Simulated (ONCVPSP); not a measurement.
**Varying the ONCV potential for Mn (Z = 25)**

Base potential:

Mn, optimised norm-conserving Vanderbilt (ONCV), made with ONCVPSP 4.0.1 (PBE, scalar-relativistic). Core [Ne] 3s2, reference 3p6 3d5 4s2. Waves: 4s: rc 2.10 bohr, ncon 3, nbas 7, qcut 2.8 1/bohr, 1 projector; 3p: rc 1.30 bohr, ncon 4, nbas 7, qcut 9.5 1/bohr, 2 projectors, debl 3.2 Ha; 3d: rc 1.05 bohr, ncon 4, nbas 9, qcut 13.2 1/bohr, local. Local part: the d channel. Core correction: Teter function, fcfact 3.25, rcfact 1.4.

Cutoffs, loose and tight: the cutoffs (Ha) at which the residual kinetic energy of the hardest occupied pseudo-wave falls to 1 and 0.1 mHa per electron. They do not see the model core or the augmentation charge, which bear on the density cutoff. Test errors are all-electron minus pseudo excitation energies from the reference, over the configurations 3p6 3d5 4s1; 3p6 3d5 4s0; 3p6 3d4 4s0; 3p6 3d5 4s0 4p2. A dash means not determined; rows that change the core or the reference have their own tests. The largest error is taken over the tests solved by every variant that gives reliable tests at all: 3p6 3d5 4s0; 3p6 3d5 4s0 4p2; 3p6 3d5 4s1.

A true bound ghost makes a file unfit for plane-wave use even where its test errors are small: the radial tests pick states by their node count and pass the ghost by.

```tsv
change	outcome	cutoff, loose	cutoff, tight	bound ghosts	GHOST(+) flags above zero	largest test error (meV)
base	generated	72 Ha	81 Ha	s	s, p	-22
core correction none	generated	72 Ha	81 Ha	s	s, p	-22
d: nproj 1; local potential polynomial inside 0.85 bohr (lpopt 5, dvloc0 6 Ha)	generated	72 Ha	81 Ha	s	none	-23
core correction Teter function, fcfact 8, rcfact 1.4	generated	72 Ha	81 Ha	s	s, p	-22
```

(1) What comes out with this change to the base: s: qcut 3.8; p: qcut 13.1; d: qcut 18.1?

(2) What comes out with this change to the base: s: rc 1.5?

(3) What comes out with this change to the base: d: ncon 5, nbas 10?

## Answers

(1) outcome: failed: ERROR pspot: first pseudo wave function has node, program will stop. Cause: the optimised pseudo-wave of the first projector has a node, so the radial equation cannot be inverted for a potential.

(2) outcome: generated; cutoff, loose: 72 Ha; cutoff, tight: 83 Ha; bound ghosts: s; GHOST(+) flags above zero: s, p; largest test error (meV): -3.7.

(3) outcome: generated; cutoff, loose: 76 Ha; cutoff, tight: 90 Ha; bound ghosts: s; GHOST(+) flags above zero: s, p; largest test error (meV): -23.
